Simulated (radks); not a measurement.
Species: Ni3+. Configuration: [Ar] 3d7. Method: scalar-relativistic Kohn-Sham, Slater X-alpha with alpha = 0.756, spin-polarised, spherical densities, finite nucleus; open shells are filled with parallel spins first; Fermi nuclear charge, rms radius 3.7757 fm; computed with a radial shooting solver on a logarithmic mesh with Libxc functionals.

Unscreened Slater integrals over Kohn-Sham orbitals (hartree). They are taken over the spin-up orbitals.

F0(3d,3d): 1.0546
F2(3d,3d): 0.49252
F4(3d,3d): 0.30727
F0(3d,3p): 1.1111
F2(3d,3p): 0.52787
G1(3d,3p): 0.65092
G3(3d,3p): 0.39667
F0(3d,3s): 1.1315
G2(3d,3s): 0.49551
F0(3p,3p): 1.1823
F2(3p,3p): 0.59106
F0(3p,3s): 1.2045
G1(3p,3s): 0.79719
F0(3s,3s): 1.2288

Derived for the open shells (J is the average intra-shell exchange parameter used in DFT+U). 3d: Racah B = F2/49 - 5 F4/441 = 0.006568 hartree, C = 35 F4/441 = 0.02439 hartree, C/B = 3.71, F4/F2 = 0.624, J = (F2 + F4)/14 = 0.05713 hartree.
